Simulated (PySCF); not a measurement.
`CO[C@@H]1CC[C@@H]1C(=O)F`, C$_{6}$H$_{9}$FO$_{2}$

Geometry (Å), atoms numbered from 1 in this order:
```xyz
18

C     2.098   -1.187    0.323
O     1.365   -0.031    0.663
C     0.512    0.424   -0.332
C    -0.223    1.723    0.018
C    -1.535    1.106   -0.487
C    -0.882   -0.291   -0.519
C    -1.224   -1.182    0.619
O    -1.251   -2.365    0.649
F    -1.522   -0.489    1.750
H     2.758   -1.386    1.164
H     2.694   -1.019   -0.581
H     1.441   -2.049    0.165
H     1.031    0.469   -1.301
H    -0.218    1.880    1.093
H     0.128    2.619   -0.486
H    -2.390    1.205    0.177
H    -1.809    1.444   -1.484
H    -0.981   -0.864   -1.442
```

The calculation used PySCF 2.14.0, GIAO PBE/pcSseg-1 magnetisability, rotational g tensor and spin-rotation constants, non-relativistic, gas phase. Geometry: GFN2-xTB.

(1) Give the nuclear spin-rotation constants along the inertial axes (H = +C I·J) beside the isotropic shieldings.

Answers

(1) Rotational constants 1.9156, 1.7328, 1.1500 GHz. A star marks the isotopologue with that one atom substituted, in its own axes.
| atom | isotope | Caa (kHz) | Cbb (kHz) | Ccc (kHz) | mean (kHz) | σ (ppm) |
| --- | --- | --- | --- | --- | --- | --- |
| F9 | 19F | 3.593 | 5.430 | 1.562 | 3.528 | 100.8 |
| H10 | 1H | -0.167 | -0.086 | -0.020 | -0.091 | 27.8 |
| H11 | 1H | -0.045 | -0.174 | -0.048 | -0.089 | 28.5 |
| H12 | 1H | -0.008 | -0.128 | -0.086 | -0.074 | 27.8 |
| H13 | 1H | -0.058 | -0.178 | -0.019 | -0.085 | 27.5 |
| H14 | 1H | -0.225 | -0.185 | 0.057 | -0.117 | 29.0 |
| H15 | 1H | -0.074 | -0.040 | -0.133 | -0.082 | 29.2 |
| H16 | 1H | -0.025 | -0.154 | -0.094 | -0.091 | 29.4 |
| H17 | 1H | -0.222 | -0.081 | -0.034 | -0.112 | 29.9 |
| H18 | 1H | -0.211 | -0.200 | 0.070 | -0.114 | 28.2 |
| C1 | 13C* | 0.453 | 0.293 | 0.261 | 0.336 | 121.7 |
| O2 | 17O* | -0.210 | -0.209 | -0.106 | -0.175 | 265.3 |
| C3 | 13C* | 0.531 | 0.393 | 0.268 | 0.397 | 99.8 |
| C4 | 13C* | 0.337 | 0.254 | 0.212 | 0.268 | 150.6 |
| C5 | 13C* | 0.295 | 0.260 | 0.153 | 0.236 | 165.7 |
| C6 | 13C* | 0.371 | 0.346 | 0.227 | 0.314 | 132.6 |
| C7 | 13C* | 0.640 | 0.481 | 0.599 | 0.574 | 11.7 |
| O8 | 17O* | -0.555 | -0.747 | -0.638 | -0.647 | -124.3 |

For the geometry as given, no vibrational averaging.
